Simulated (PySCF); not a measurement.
Compound: boron monobromide, BBr (singlet state).
SMILES: `[B]Br`

Computed with PySCF at PBE0/def2-SVPD, non-relativistic, on one gas-phase PBE0-D3(BJ)/def2-SVP geometry that isn't relaxed in the solvent. The solvent is an IEF-PCM continuum (van der Waals radii × 1.2), and excitations are vertical TDDFT with non-equilibrium linear response and a frozen core. Only the electrostatic response of the medium enters. Spin–orbit coupling is left out although an atom past zinc is present.

| run | E − E(gas) (kcal/mol) | HOMO (eV) | HOMO–LUMO gap (eV) | dipole (D) | lowest singlet (eV) | static polarisability (au) |
| --- | --- | --- | --- | --- | --- | --- |
| gas | 0.00 | -7.40 | 5.20 | 1.61 | 4.00 | 40.6 |
| P | -0.97 | -7.39 | 5.27 | 2.01 | 3.96 | 50.5 |
| Q | -0.59 | -7.39 | 5.24 | 1.85 | 3.93 | 46.5 |

Problem. The runs were made in benzene and chloroform. Which run belongs to which solvent?

Solution. P = chloroform, Q = benzene. The dielectric constants are 2.271 (benzene), 4.711 (chloroform), and the energy falls further as ε rises. The optical constants n² used for the excitations are 2.25, 2.09 in the same order. In this model the ground state sees the solvent through ε alone.

Problem. How constant is the ratio of the lowering to (ε − 1)/(2ε + 1)?

Solution. 
```json
{"solvent": "benzene", "(ε − 1)/(2ε + 1)": "0.229", "E − E(gas) (kcal/mol)": "-0.59", "ratio (kcal/mol)": "-2.6", "polarisation term (kcal/mol)": "-0.66"}
{"solvent": "chloroform", "(ε − 1)/(2ε + 1)": "0.356", "E − E(gas) (kcal/mol)": "-0.97", "ratio (kcal/mol)": "-2.7", "polarisation term (kcal/mol)": "-1.14"}
```

The ratio changes by +5.1 % in size from benzene to chloroform. The polarisation term is half the interaction of the solute with the induced surface charges.
